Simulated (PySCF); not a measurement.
# A small calculation by hand: refractive index and permittivity of the vapour

BeClH₃Si, SMILES [Be]([Cl])[SiH3].

Coordinates come from a PBE0-D3(BJ)/def2-TZVP optimisation.

CAM-B3LYP/def2-TZVPD run with PySCF gives a mean static polarisability of 61.3 bohr³ and a dipole moment of 0.27 D. Take an ideal gas at 298.15 K and 1 bar, whether or not the substance is that volatile.

Question: Work out n − 1 in the optical limit and the static ε − 1.

Answer: 
Polarisability volume α' = 61.3 × 0.148185 = 9.08 Å³. Number density N = p/kT = 2.43e-5 Å⁻³.
Dilute limit of Lorentz–Lorenz: n − 1 = 2π N α' = 0.0014.
Orientation term of Debye: μ²/(3kT) = 8.098 Å³ × μ²(D²) = 0.59 Å³.
ε − 1 = 4π N (α' + μ²/3kT) = 0.0030. Orientation of the dipole supplies 6 % of the static response; it can't follow optical fields. Vibrational polarisation and dispersion are left out.
